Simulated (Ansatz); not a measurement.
Ansatz (a program for electronic structure) job for Si(H)2(Me)(PH2) (CH₇PSi), SMILES C[SiH2]P, PBE-D3(BJ)/def2-SVP. 

Ansatz 0.2 input:
```yaml
crystal:
  periodic: [false, false, false]
  atoms:
    - {symbol: Si, position_ang: [-0.53956817, -0.03229328, 0.63427211]}
    - {symbol: C, position_ang: [-1.78553313, 0.54722392, -0.68560316]}
    - {symbol: P, position_ang: [1.53808632, -0.29399591, -0.17467192]}
    - {symbol: H, position_ang: [-0.45018873, 0.95794108, 1.71265665]}
    - {symbol: H, position_ang: [-0.94554882, -1.33501189, 1.17228071]}
    - {symbol: H, position_ang: [-1.49944562, 1.50972039, -1.10237006]}
    - {symbol: H, position_ang: [-2.78092994, 0.65247559, -0.26510818]}
    - {symbol: H, position_ang: [-1.84774551, -0.16112175, -1.50785698]}
    - {symbol: H, position_ang: [1.14896057, -0.96509749, -1.31942140]}
    - {symbol: H, position_ang: [1.57075635, 0.91979513, -0.83629269]}
basis:
  gaussian:
    orbitals: def2-SVP
hamiltonian:
  xc: pbe
  dispersion: d3bj
relax: {f_tol: 0.002, max_steps: 200}
```

It prints:

```
WARN ansatz: RAYON_NUM_THREADS=1 ignored (pool sized by the plan → 1); use --threads N
Functional definition: PBE
integrals: 0.03 GiB planned
967 factors; their error is unknown
mean field: 0.20 GiB planned
mean field evaluation 1: about -18294.2323 eV, gradient 5.2e1 eV
mean field evaluation 2: about -18285.0184 eV, gradient 7.2e1 eV
mean field evaluation 4: about -18301.0918 eV, gradient 3.4e0 eV
mean field evaluation 8: about -18301.1350 eV, gradient 6.4e-2 eV
mean field evaluation 16: about -18301.0885 eV, gradient 2.6e-5 eV
mean field -18301.08846446 eV, -672.5525961455 hartree, gradient 2.6e-5 eV, S^2 0.000000; 0 other end points of the search recorded, 0 dependent functions left out
the calculation of the forces begins
reference -18301.08849753 eV, -672.5525973610 hartree; 21, 21 occupied and 64, 64 virtual orbitals, 967 factors
relax step   1: F+E_penalty+E_count = -18301.29982877 eV  Δ(F+E_penalty+E_count) = +0.000e0 eV  max|allowed force component| = 1.508e0 eV/Å  Δτ_max = 0.0000 Å  (25 SCF iters, accepted)
these checks for a lower state are left out or cut short: starts, cluster_reference, orbital_swaps, neighbouring_geometries, increment
integrals: 0.03 GiB planned
967 factors; their error is unknown
mean field: 0.20 GiB planned
mean field -18301.21653080 eV, -672.5573024968 hartree, gradient 1.4e-5 eV, S^2 0.000000; 0 other end points of the search recorded, 0 dependent functions left out
the calculation of the forces begins
reference -18301.21656391 eV, -672.5573037135 hartree; 21, 21 occupied and 64, 64 virtual orbitals, 967 factors
relax step   2: F+E_penalty+E_count = -18301.42593943 eV  Δ(F+E_penalty+E_count) = -1.261e-1 eV  max|allowed force component| = 5.639e-1 eV/Å  Δτ_max = 0.0617 Å  (26 SCF iters, accepted)
these checks for a lower state are left out or cut short: starts, cluster_reference, orbital_swaps, neighbouring_geometries, increment
integrals: 0.03 GiB planned
967 factors; their error is unknown
mean field: 0.20 GiB planned
mean field -18301.23481781 eV, -672.5579745319 hartree, gradient 1.6e-5 eV, S^2 0.000000; 0 other end points of the search recorded, 0 dependent functions left out
the calculation of the forces begins
reference -18301.23485109 eV, -672.5579757551 hartree; 21, 21 occupied and 64, 64 virtual orbitals, 967 factors
relax step   3: F+E_penalty+E_count = -18301.44381257 eV  Δ(F+E_penalty+E_count) = -1.787e-2 eV  max|allowed force component| = 1.191e-1 eV/Å  Δτ_max = 0.0596 Å  (27 SCF iters, accepted)
these checks for a lower state are left out or cut short: starts, cluster_reference, orbital_swaps, neighbouring_geometries, increment
integrals: 0.03 GiB planned
967 factors; their error is unknown
mean field: 0.20 GiB planned
mean field evaluation 32: about -18301.2767 eV, gradient 1.1e0 eV
mean field -18301.23505173 eV, -672.5579831284 hartree, gradient 1.6e-5 eV, S^2 0.000000; 0 other end points of the search recorded, 0 dependent functions left out
the calculation of the forces begins
reference -18301.23508498 eV, -672.5579843504 hartree; 21, 21 occupied and 64, 64 virtual orbitals, 967 factors
relax step   4: F+E_penalty+E_count = -18301.44448353 eV  Δ(F+E_penalty+E_count) = -6.710e-4 eV  max|allowed force component| = 2.429e-1 eV/Å  Δτ_max = 0.0284 Å  (27 SCF iters, accepted)
these checks for a lower state are left out or cut short: starts, cluster_reference, orbital_swaps, neighbouring_geometries, increment
integrals: 0.03 GiB planned
967 factors; their error is unknown
mean field: 0.19 GiB planned
mean field -18301.23868045 eV, -672.5581164813 hartree, gradient 1.6e-5 eV, S^2 0.000000; 0 other end points of the search recorded, 0 dependent functions left out
the calculation of the forces begins
reference -18301.23871370 eV, -672.5581177032 hartree; 21, 21 occupied and 64, 64 virtual orbitals, 967 factors
relax step   5: F+E_penalty+E_count = -18301.44772936 eV  Δ(F+E_penalty+E_count) = -3.246e-3 eV  max|allowed force component| = 1.144e-2 eV/Å  Δτ_max = 0.0104 Å  (27 SCF iters, accepted)
these checks for a lower state are left out or cut short: starts, cluster_reference, orbital_swaps, neighbouring_geometries, increment
integrals: 0.03 GiB planned
967 factors; their error is unknown
mean field: 0.20 GiB planned
mean field -18301.23869344 eV, -672.5581169588 hartree, gradient 1.1e-5 eV, S^2 0.000000; 0 other end points of the search recorded, 0 dependent functions left out
the calculation of the forces begins
reference -18301.23872669 eV, -672.5581181807 hartree; 21, 21 occupied and 64, 64 virtual orbitals, 967 factors
relax step   6: F+E_penalty+E_count = -18301.44775740 eV  Δ(F+E_penalty+E_count) = -2.804e-5 eV  max|allowed force component| = 2.304e-3 eV/Å  Δτ_max = 0.0062 Å  (21 SCF iters, accepted)
these checks for a lower state are left out or cut short: starts, cluster_reference, orbital_swaps, neighbouring_geometries, increment
integrals: 0.03 GiB planned
967 factors; their error is unknown
mean field: 0.20 GiB planned
mean field -18301.23862526 eV, -672.5581144533 hartree, gradient 2.6e-5 eV, S^2 0.000000; 0 other end points of the search recorded, 0 dependent functions left out
the calculation of the forces begins
reference -18301.23865850 eV, -672.5581156749 hartree; 21, 21 occupied and 64, 64 virtual orbitals, 967 factors
relax step   7: F+E_penalty+E_count = -18301.44776623 eV  Δ(F+E_penalty+E_count) = -8.831e-6 eV  max|allowed force component| = 2.767e-3 eV/Å  Δτ_max = 0.0044 Å  (20 SCF iters, accepted)
these checks for a lower state are left out or cut short: starts, cluster_reference, orbital_swaps, neighbouring_geometries, increment
integrals: 0.03 GiB planned
967 factors; their error is unknown
mean field: 0.20 GiB planned
mean field -18301.23862255 eV, -672.5581143535 hartree, gradient 1.5e-5 eV, S^2 0.000000; 0 other end points of the search recorded, 0 dependent functions left out
the calculation of the forces begins
reference -18301.23865579 eV, -672.5581155751 hartree; 21, 21 occupied and 64, 64 virtual orbitals, 967 factors
relax step   8: F+E_penalty+E_count = -18301.44776788 eV  Δ(F+E_penalty+E_count) = -1.651e-6 eV  max|allowed force component| = 8.493e-4 eV/Å  Δτ_max = 0.0014 Å  (19 SCF iters, accepted)
integrals: 0.03 GiB planned
967 factors; their error is unknown
mean field: 0.20 GiB planned
mean field evaluation 64: about -18301.2833 eV, gradient 1.3e-1 eV
mean field -18301.23862255 eV, -672.5581143535 hartree, gradient 1.4e-5 eV, S^2 0.000000; 1 other end points of the search recorded, 0 dependent functions left out
the calculation of the forces begins
reference -18301.23865579 eV, -672.5581155751 hartree; 21, 21 occupied and 64, 64 virtual orbitals, 967 factors
Total energy: -18301.44780113 eV, -672.5658015245 hartree
Atom 0 at    -0.543018    -0.028299     0.612483 Å, force    -0.000251     0.000048     0.000110 eV/Å
Atom 1 at    -1.788180     0.551106    -0.688639 Å, force     0.000849    -0.000143    -0.000197 eV/Å
Atom 2 at     1.588339    -0.297143    -0.163531 Å, force     0.000440    -0.000032    -0.000032 eV/Å
Atom 3 at    -0.467868     0.962919     1.744740 Å, force    -0.000116     0.000004    -0.000002 eV/Å
Atom 4 at    -0.963949    -1.356264     1.186491 Å, force    -0.000048     0.000003    -0.000059 eV/Å
Atom 5 at    -1.486838     1.531084    -1.110231 Å, force    -0.000160     0.000172     0.000041 eV/Å
Atom 6 at    -2.798338     0.660427    -0.243039 Å, force    -0.000205    -0.000027     0.000204 eV/Å
Atom 7 at    -1.853011    -0.178322    -1.520891 Å, force    -0.000150     0.000032    -0.000070 eV/Å
Atom 8 at     1.148257    -1.015475    -1.335079 Å, force    -0.000133    -0.000034     0.000108 eV/Å
Atom 9 at     1.573449     0.969602    -0.854417 Å, force    -0.000226    -0.000023    -0.000105 eV/Å
Dipole moment:    -0.250633     0.104165    -0.209452 e Å
```

Self-consistency was reached.

Cost: very roughly 22 core-seconds.
